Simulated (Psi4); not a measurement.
C6H8N, charge +1, singlet, geometry from GFN2-xTB; Psi4 with M06-2X/STO-3G.

Input for Psi4:
```
memory 2 GB

molecule {
1 1
  N    -2.30425052   -0.12061527    0.27180916
  C    -0.82757295   -0.04569366    0.10323231
  C    -0.15944776   -1.11856685   -0.45911143
  C     1.21444098   -1.03823908   -0.62400033
  C     1.89631888    0.10159652   -0.22911857
  C     1.21199108    1.16717272    0.33326281
  C    -0.16195101    1.09897995    0.50342548
  H    -2.78447054    0.22750643   -0.57082853
  H    -2.59438140   -1.09552601    0.42848566
  H    -2.59876613    0.45528902    1.07228727
  H    -0.69294717   -2.00563691   -0.76522516
  H     1.74708685   -1.86814079   -1.05938005
  H     2.96511426    0.15894672   -0.35848313
  H     1.74277946    2.05294044    0.64239962
  H    -0.69733690    1.92743044    0.94193878
}

set basis sto-3g
set cholesky_tolerance 1e-6
set scf_type cd

energy('m06-2x')
print_variables()
```

Q: Predict the main parts of the log of this Psi4 run.

A: 
```
   => Loading Basis Set <=

    Name: STO-3G
    Role: ORBITAL
    Keyword: BASIS

         ---------------------------------------------------------
                                   SCF
               by Justin Turney, Rob Parrish, Andy Simmonett
                          and Daniel G. A. Smith
                              RKS Reference
         ---------------------------------------------------------

  ==> Geometry <==

    Molecular point group: c1
    Full point group: C1

    Geometry (in Angstrom), charge = 1, multiplicity = 1:

       Center              X                  Y                   Z               Mass
    ------------   -----------------  -----------------  -----------------  -----------------
         N           -2.334899795957    -0.122163849943     0.275293607570    14.003074004430
         C           -0.858222225957    -0.047242239943     0.106716757570    12.000000000000
         C           -0.190097035957    -1.120115429943    -0.455626982430    12.000000000000
         C            1.183791704043    -1.039787659943    -0.620515882430    12.000000000000
         C            1.865669604043     0.100047940057    -0.225634122430    12.000000000000
         C            1.181341804043     1.165624140057     0.336747257570    12.000000000000
         C           -0.192600285957     1.097431370057     0.506909927570    12.000000000000
         H           -2.815119815957     0.225957850057    -0.567344082430     1.007825032230
         H           -2.625030675957    -1.097074589943     0.431970107570     1.007825032230
         H           -2.629415405957     0.453740440057     1.075771717570     1.007825032230
         H           -0.723596445957    -2.007185489943    -0.761740712430     1.007825032230
         H            1.716437574043    -1.869689369943    -1.055895602430     1.007825032230
         H            2.934464984043     0.157398140057    -0.354998682430     1.007825032230
         H            1.712130184043     2.051391860057     0.645884067570     1.007825032230
         H           -0.727986175957     1.925881860057     0.945423227570     1.007825032230

  Running in c1 symmetry.

  Rotational constants: A =      0.18518  B =      0.08275  C =      0.05774 [cm^-1]
  Rotational constants: A =   5551.43519  B =   2480.76363  C =   1731.00747 [MHz]
  Nuclear repulsion =  281.926837181548933

  Charge       = 1
  Multiplicity = 1
  Electrons    = 50
  Nalpha       = 25
  Nbeta        = 25

  ==> Algorithm <==

[...]
   @RKS iter   3:  -284.44022968462912   -3.48860e-02   7.21749e-04 DIIS/ADIIS
   @RKS iter   4:  -284.44084989419366   -6.20210e-04   3.12264e-04 DIIS/ADIIS
   @RKS iter   5:  -284.44096534969793   -1.15456e-04   4.94820e-05 DIIS
   @RKS iter   6:  -284.44096812230146   -2.77260e-06   1.15070e-05 DIIS
   @RKS iter   7:  -284.44096830399155   -1.81690e-07   4.42650e-06 DIIS
   @RKS iter   8:  -284.44096832636876   -2.23772e-08   6.38025e-07 DIIS
  Energy and wave function converged.

  ==> Post-Iterations <==

   Electrons on quadrature grid:
      Ntotal   =   50.0000072094 ; deviation = 7.209e-06

    Orbital Energies [Eh]
    ---------------------

    Doubly Occupied:

[...]
      25A     -0.426252

    Virtual:

[...]
    Final Occupation by Irrep:
              A
    DOCC [    25 ]
    NA   [    25 ]
    NB   [    25 ]

  @RKS Final Energy:  -284.44096832636876

   => Energetics <=

    Nuclear Repulsion Energy =            281.9268371815489331
    One-Electron Energy =                -931.8735082265825440
    Two-Electron Energy =                 385.8241258971175398
    DFT Exchange-Correlation Energy =     -20.3184231784527363
    Empirical Dispersion Energy =           0.0000000000000000
    VV10 Nonlocal Energy =                  0.0000000000000000
    Total Energy =                       -284.4409683263687612

Computation Completed

Properties will be evaluated at   0.000000,   0.000000,   0.000000 [a0]

Properties computed using the SCF density matrix

 Multipole Moments:

 ------------------------------------------------------------------------------------
     Multipole            Electronic (a.u.)      Nuclear  (a.u.)        Total (a.u.)
 ------------------------------------------------------------------------------------

 L = 1.  Multiply by 2.5417464519 to convert [e a0] to [Debye]
 Dipole X            :         -0.1968163           -2.9538554           -3.1506717
 Dipole Y            :         -0.0105372           -0.1492459           -0.1597831
 Dipole Z            :          0.0231252            0.3358176            0.3589428
 Magnitude           :                                                    3.1750753

 ------------------------------------------------------------------------------------

  Variable Map:
  ----------------------------------------------------------------------------
[...]
  Array Variable Map:
  ----------------------------------------------------------------------------
[...]
[...]
```
